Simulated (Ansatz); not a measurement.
Coupled-cluster run, `C[O][Al]([OH])[Cl]`.

```yaml
crystal:
  periodic: [false, false, false]
  atoms:
    - {symbol: C, position_ang: [0.136321, -1.507736, -0.806361]}
    - {symbol: O, position_ang: [-0.106852, -0.656441, 0.277252]}
    - {symbol: Al, position_ang: [-0.073072, 0.991076, 0.530184]}
    - {symbol: O, position_ang: [-0.455548, 1.583483, 2.055732]}
    - {symbol: Cl, position_ang: [0.438126, 2.284088, -1.033408]}
    - {symbol: H, position_ang: [0.424496, -0.961142, -1.711608]}
    - {symbol: H, position_ang: [0.940890, -2.206121, -0.556692]}
    - {symbol: H, position_ang: [-0.762280, -2.090985, -1.029467]}
    - {symbol: H, position_ang: [-0.453681, 2.517579, 2.257267]}
basis:
  gaussian: {orbitals: def2-SVP}
correlation: {method: ccsd_t}
```

```sh
$ ansatz run in.yaml --threads 4 --pin off --events-out ev --progress --plain --max-ram 10444MiB
```

Log, shortened:

```
Functional definition: HF
927 factors; integrals over basis functions are off by at most 1.4e-3 eV
mean field evaluation 1: about -24245.4226 eV, gradient 4.5e1 eV
mean field evaluation 2: about -24245.4327 eV, gradient 4.5e1 eV
mean field evaluation 4: about -24249.4281 eV, gradient 2.9e0 eV
mean field evaluation 8: about -24249.4549 eV, gradient 1.4e-4 eV
mean field -24249.45486441 eV, -891.1510293960 hartree, gradient 2.1e-6 eV, S^2 0.000000; 0 other end points of the search recorded, 0 dependent functions left out
13 core orbitals not correlated: weight in the atoms' cores, before any rotation towards them, 1.000 or more for the frozen orbitals, at most 0.000 for the correlated occupied ones
reference -24249.45486441 eV, -891.1510293960 hartree; 15, 15 occupied and 70, 70 virtual orbitals, 927 factors
second order -19.05317351 eV of doubles, -0.00000000 eV of singles
cycle   1  -19.56389979 eV  change   -5.1e-1 eV  update   9.5e-2
cycle   2  -19.97451328 eV  change   -4.1e-1 eV  update   2.7e-2
cycle   3  -20.09180459 eV  change   -1.2e-1 eV  update   1.5e-2
cycle   4  -20.08753291 eV  change    4.3e-3 eV  update   3.3e-3
cycle   5  -20.08589183 eV  change    1.6e-3 eV  update   1.3e-3
cycle   6  -20.08603853 eV  change   -1.5e-4 eV  update   4.1e-4
cycle   7  -20.08583536 eV  change    2.0e-4 eV  update   1.4e-4
cycle   8  -20.08580428 eV  change    3.1e-5 eV  update   3.9e-5
cycle   9  -20.08581630 eV  change   -1.2e-5 eV  update   1.3e-5
perturbative correction -0.42800826 eV, -0.0157290135 hartree
Total energy: -24269.96868897 eV, -891.9048985439 hartree
```

It took 2.3 s on 4 threads of an Intel Xeon on a shared host, with 0.45 GiB of host memory at the peak.

MP2 recovers 92.9 % of the CCSD(T) correlation energy and the triples give 2.1 %; T1 = 0.0118.
